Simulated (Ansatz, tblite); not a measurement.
Bond stretch in MgB (anion, charge -1), lowest triplet found (which spin is the ground state isn't settled by this scan).

Levels of theory: GFN2-xTB, 300 K electronic temperature (tblite); ROCCSD(T) = CCSD(T) on ROHF/aug-cc-pVDZ, frozen core (Ansatz, a first-principles code); UKS-B3LYP = unrestricted B3LYP/aug-cc-pVDZ (Ansatz); FCI = full CI/aug-cc-pVDZ, frozen core (Ansatz).

Energies relative to the lowest point of each curve between 1.89 and 2.67 Å, where full CI is lowest, in kJ/mol:

| R / Å | GFN2-xTB | ROCCSD(T) | UKS-B3LYP |
|---|---|---|---|
| 1.64 | 180.4 | 252.8 | 239.7 |
| 1.76 | 64.2 | 137.2 | 132.1 |
| 1.89 | 13.5 | 60.2 | 61.9 |
| 1.97 | 2.5 | 30.2 | 35.4 |
| 2.04 | 0.0 | 5.4 | 19.8 |
| 2.14 | 3.5 | 31.5 | 6.4 |
| 2.21 | 8.9 | 18.9 | 1.8 |
| 2.28 | 15.8 | 10.2 | 0.0 |
| 2.32 | 20.2 | 6.6 | 0.0 |
| 2.44 | 34.5 | 0.8 | 3.0 |
| 2.54 | 46.7 | 0.0 | 6.5 |
| 2.67 | 61.7 | 2.4 | 10.3 |

Q: Predict the corresponding FCI column.

A: 1.64: 265.9; 1.76: 149.9; 1.89: 72.5; 1.97: 42.6; 2.04: 24.5; 2.14: 8.7; 2.21: 2.9; 2.28: 0.3; 2.32: 0.0; 2.44: 2.7; 2.54: 7.8; 2.67: 16.3 (kJ/mol).

The scan ran from 1.64 to 7.61 Å; beyond the distances shown full CI changes its symmetry label. Where the anion isn't bound against loss of the electron, the finite basis alone holds it. The T1 diagnostic of CCSD on the restricted reference of ROCCSD(T) exceeds 0.045 at 1.64 to 2.67 Å. The unrestricted determinant behind UKS-B3LYP is spin-contaminated at 1.64 to 2.21 Å (<S²> up to 2.2, against 2.00 for a pure triplet).
